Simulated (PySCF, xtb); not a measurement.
C₃H₅, SMILES [CH2]C=C (connectivity only; charge and spin as stated), charge +1, multiplicity 1.

Harmonic wavenumbers (cm⁻¹) from GFN2-xTB in xtb 6.7.1 at its own minimum, in rising order: 276, 299, 432, 883, 950, 983, 995, 1001, 1239, 1249, 1306, 1416, 1539, 3021, 3027, 3041, 3061, 3071.

**Question.** What does B3LYP-D3(BJ)/def2-TZVP (PySCF) give at its own minimum? (An estimate is asked for; the answer gives what the named calculation found.)

**Answer.** 312, 446, 618, 958, 1046, 1057, 1160, 1162, 1303, 1315, 1454, 1554, 1616, 3138, 3139, 3196, 3240, 3243. Paired by order, the mean absolute difference is 120 cm⁻¹ and the zero-point energies are 39.7 and 42.8 kcal/mol.
